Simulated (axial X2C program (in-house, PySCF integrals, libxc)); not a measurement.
**Bond lengths and stretching modes, held linear, of OGaO**

Calculated with an in-house all-electron X2C program for linear molecules (integrals from PySCF): two-component X2C with atomic mean-field Coulomb and Gaunt terms, Gaussian nuclei, basis O dyall-av3z, Ga dyall-v3z with contracted cores. Spin-free rows use the one-electron spin-free X2C Hamiltonian.

Masses O 15.995, Ga 68.926, O 15.995 u. States: 2c Ω = 3/2 (beyond evenly filled blocks: ω = 3/2); spin-free M_S = 1/2, Λ = 1 (beyond evenly filled blocks: π+α, π+β, π-α).

r2SCAN, 2c: energies above the lowest point

```json
{"r(O–Ga) (Å)": "1.6351", "r(Ga–O) (Å)": "1.6351", "E (meV)": "67.74"}
{"r(O–Ga) (Å)": "1.6351", "r(Ga–O) (Å)": "1.6770", "E (meV)": "31.53"}
{"r(O–Ga) (Å)": "1.6351", "r(Ga–O) (Å)": "1.7189", "E (meV)": "51.52"}
{"r(O–Ga) (Å)": "1.6770", "r(Ga–O) (Å)": "1.6351", "E (meV)": "31.53"}
{"r(O–Ga) (Å)": "1.6770", "r(Ga–O) (Å)": "1.6770", "E (meV)": "0.00"}
{"r(O–Ga) (Å)": "1.6770", "r(Ga–O) (Å)": "1.7189", "E (meV)": "24.57"}
{"r(O–Ga) (Å)": "1.6770", "r(Ga–O) (Å)": "1.7609", "E (meV)": "92.62"}
{"r(O–Ga) (Å)": "1.7189", "r(Ga–O) (Å)": "1.6351", "E (meV)": "51.52"}
{"r(O–Ga) (Å)": "1.7189", "r(Ga–O) (Å)": "1.6770", "E (meV)": "24.57"}
{"r(O–Ga) (Å)": "1.7189", "r(Ga–O) (Å)": "1.7189", "E (meV)": "53.64"}
{"r(O–Ga) (Å)": "1.7609", "r(Ga–O) (Å)": "1.6770", "E (meV)": "92.62"}
{"r(O–Ga) (Å)": "1.7609", "r(Ga–O) (Å)": "1.7609", "E (meV)": "202.87"}
```

Task: Fit a quadratic surface with cubic terms in each bond: where is the minimum, and what are the two stretching wavenumbers?

Result: At r2SCAN, 2c: bonds 1.678 and 1.678 Å; harmonic stretches 763.7 and 852.5 cm⁻¹; force constants 5.09, 5.09 and coupling 0.41 mdyn/Å.

The other levels and Hamiltonians give:

| Hamiltonian | level | r(O–Ga) (Å) | r(Ga–O) (Å) | lower stretch (cm⁻¹) | upper stretch (cm⁻¹) |
| --- | --- | --- | --- | --- | --- |
| 2c | PBE0 | 1.675 | 1.675 | 658.5 | 784.7 |
| spin-free | PBE0 | 1.675 | 1.675 | 660.4 | 784.5 |
| spin-free | r2SCAN | 1.678 | 1.678 | 763.8 | 852.0 |

Each state is one determinant, the lowest of a limited PBE0 search; the stretches come from a fit to these few points and carry an uncertainty of a few per cent. Other orders of the atoms were not compared. Left out for rough or failed fits: HF 2c, MP2 2c, HF spin-free, MP2 spin-free. The molecule was held linear; bending was not examined, so a bent shape may lie lower. Note: functional without a current term on a determinant with orbital currents, of the molecule or an atom.
